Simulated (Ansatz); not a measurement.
System: (E)-3-methylhex-3-ene, C$_{7}$H$_{14}$ (charge 0, singlet). 
Coordinates optimised at B3LYP-D3(BJ)/def2-TZVP (Ansatz, a first-principles code):
```xyz
21

C      3.0336     0.7132    -0.1198
C      2.0083    -0.3327     0.3336
C      0.6403     0.2527     0.5124
C     -0.4739    -0.0117    -0.1734
C     -0.5600    -1.0034    -1.3009
C     -1.7636     0.6966     0.1626
C     -2.8607    -0.2339     0.6925
H      4.0340     0.2816    -0.1910
H      3.0775     1.5482     0.5830
H      2.7655     1.1184    -1.0974
H      2.3381    -0.7572     1.2885
H      1.9932    -1.1607    -0.3758
H      0.5729     1.0046     1.2965
H     -1.1620    -1.8718    -1.0193
H      0.4141    -1.3668    -1.6197
H     -1.0512    -0.5505    -2.1672
H     -1.5629     1.4742     0.9025
H     -2.1371     1.2047    -0.7343
H     -3.1463    -0.9841    -0.0464
H     -3.7576     0.3328     0.9494
H     -2.5222    -0.7579     1.5887
```
Charge 0, spin multiplicity 1.

Wanted: atomisation energy (electronic, to ground-state atoms); the coupled-cluster value holds the core correlation from cc-pwCVTZ, in kcal/mol. Cores are frozen in the correlated levels unless marked. UHF or UKS for open shells. Spin-orbit coupling is left out. Non-relativistic. CBS(X,Y): correlation extrapolated as X^-3; Hartree-Fock from the larger set. [CCSD(T)-MP2]/basis is that difference in the basis named.

Level to compare with: RI-MP2/CBS(aug-cc-pVTZ,aug-cc-pVQZ)+[CCSD(T)-MP2]/aug-cc-pVTZ plus the core term (Ansatz), 2048.1 kcal/mol. It is a level with limits of its own, and the differences hold the functionals' basis error too.

Problem. Rank these functionals by how close they come to RI-MP2/CBS(aug-cc-pVTZ,aug-cc-pVQZ)+[CCSD(T)-MP2]/aug-cc-pVTZ, closest first: wB97M-V/def2-TZVPD (Ansatz); r2SCAN0/def2-TZVPD (Ansatz); BLYP/def2-TZVPD (Ansatz).

Solution. wB97M-V/def2-TZVPD (range-separated hybrid meta-GGA with VV10, 2042.6 kcal/mol, difference -5.5), r2SCAN0/def2-TZVPD (hybrid meta-GGA, 2023.5 kcal/mol, difference -24.6), BLYP/def2-TZVPD (GGA, 2008.1 kcal/mol, difference -40.0)
